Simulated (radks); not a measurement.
All-electron atom: the lanthanum ion La+ in [Kr] 4d10 5s1.75 5p6 5d2 4f0.25 (fractional occupations, a model configuration).

All-electron calculation, Dirac Kohn-Sham, exchange-only PBE, spin-unpolarised, spherical densities, finite nucleus; open shells fill j = l - 1/2 first; Fermi nuclear charge, rms radius 4.855 fm. Program: a radial shooting solver on a logarithmic mesh with Libxc functionals.

Energy parts (eV):
| part | energy |
|---|---|
| total | -231121.26 |
| kinetic | 247393.70 |
| electron-nucleus | -562257.96 |
| Hartree | 89206.63 |
| exchange | -5463.63 |

Orbitals (lengths in bohr, moments of r in powers of bohr; <r^-3> diverges for s and p1/2; r(max) is where P^2 peaks):
orbital  occ.  eigenvalue (eV)  <r^-3>      <r^4>      <r^2>   r(max)
1s1/2       2        -38719.08       -  1.918e-06  0.0008538  0.01608
2s1/2       2        -6162.761       -  0.0003177    0.01356  0.09109
2p1/2       2        -5812.648       -  0.0002005   0.009959  0.06950
2p3/2       4        -5399.457    6683  0.0002480    0.01123  0.07466
3s1/2       2        -1319.024       -    0.01309    0.09286   0.2606
3p1/2       2        -1171.360       -    0.01224    0.08770   0.2472
3p3/2       4        -1090.836    1336    0.01438    0.09533   0.2585
3d3/2       4        -832.0878   218.1    0.01114    0.07846   0.2082
3d5/2       6        -814.8559   199.0    0.01171    0.08063   0.2114
4s1/2       2        -267.6187       -     0.3406     0.4837   0.6088
4p1/2       2        -213.3157       -     0.4028     0.5186   0.6193
4p3/2       4        -196.2084   284.8     0.4710     0.5608   0.6435
4d3/2       4        -107.2087   38.26     0.7474     0.6766   0.6679
4d5/2       6        -104.2453   34.60     0.7861     0.6938   0.6759
4f5/2    0.25          -6.6836   3.545      14.58      2.068   0.7477
4f7/2       0          -6.4210   3.441      15.82      2.135   0.7528
5s1/2    1.75         -41.4797       -      11.27      2.762    1.414
5p1/2       2         -26.9080       -      19.42      3.547    1.551
5p3/2       4         -24.4612   40.33      23.49      3.893    1.618
5d3/2       2          -6.5469   2.330      218.8      10.73    2.257
5d5/2       0          -6.3711   2.062      237.3      11.18    2.299

The highest occupied level is 5d3/2 at -6.547 eV. The density falls to 0.001 e/bohr^3 at r = 4.48 bohr. Summed over all electrons, <r^2> = 62.23 bohr^2, which gives a Langevin (diamagnetic) susceptibility term of -49.3 x 10^-6 cm^3/mol. The electron density at the nucleus is 3.516e+05 e/bohr^3.
